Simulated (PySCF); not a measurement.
These 3 structures share the formula C6H11F. Computed with PBE0-D3(BJ)/def2-SVP geometry optimisation, gas phase (PySCF). Energies are electronic, without zero-point or thermal terms, for one conformer each. No frequencies were run at this level. Point groups hold within 0.08 Å.

Question: Order them by energy at this level, lowest first, and give relative energies in kcal/mol.
A. `[CH3:1][CH2:2][C@@H:3]1[CH2:4][CH2:5][C@@H:6]1[F:7]` with C1–C2–C3–C4 176°, C2–C3–C4–C5 -98°, C3–C4–C5–C6 -18°, C4–C5–C6–F7 140°, C2–C3–C6–C5 97°
B. `[F:1][CH:2]1[CH2:3][CH2:4][CH2:5][CH2:6][CH2:7]1` with F1–C2–C3–C4 66°, C2–C3–C4–C5 54°, C3–C4–C5–C6 -55°, C4–C5–C6–C7 55°
C. `[CH3:1][CH2:2]/[CH:3]=[CH:4]/[CH2:5][CH2:6][F:7]` with C1–C2–C3–C4 120°, C3–C4–C5–C6 125°, C4–C5–C6–F7 60°

Answer: B (0.0), A (25.0), C (29.5).

As drawn, the highest has a C=C bond outside aromatic rings, which the lowest lacks.

```tsv
SMILES	E (Eh)	E rel (kcal/mol)	dipole (D)	point group	A, B, C (MHz)
FC1CCCCC1	-334.50935	0.0	1.62	Cs	3575, 2664, 2007
CC[C@@H]1CC[C@@H]1F	-334.46945	25.0	1.55	C1	3721, 2309, 1633
CC/C=C/CCF	-334.46241	29.5	1.68	C1	6249, 946.2, 907.7
```
